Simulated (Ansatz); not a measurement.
Basis-set series for CH3F3OTi, SMILES `C[O][Ti]([F])([F])[F]`. The species carries charge 0 and has multiplicity 1. Geometry: relaxed with PBE0-D4/def2-TZVP. It is one conformer, not always the lowest.

| functional | basis | functions | energy (Eh) | HOMO (eV) | LUMO (eV) |
| --- | --- | --- | --- | --- | --- |
| PBE0-D4 | def2-TZVPP | 261 | -1263.98187 | -9.54 | -2.12 |
| PBE0-D4 | def2-QZVPP | 468 | -1264.02023 | -9.54 | -2.11 |
| ωB97M-V | def2-TZVPP | 261 | -1264.41575 | -11.91 | 0.20 |
| ωB97M-V | def2-QZVPP | 468 | -1264.45173 | -11.91 | 0.20 |

Q: Give the rows for def2-SVP. (Estimate.)

A: Computed: 
| functional | basis | functions | energy (Eh) | HOMO (eV) | LUMO (eV) |
| --- | --- | --- | --- | --- | --- |
| PBE0-D4 | def2-SVP | 116 | -1263.35816 | -9.42 | -2.10 |
| ωB97M-V | def2-SVP | 116 | -1263.77997 | -11.76 | 0.25 |

Positive LUMOs are unbound and depend on the basis. Scalar relativity is left out up to krypton.
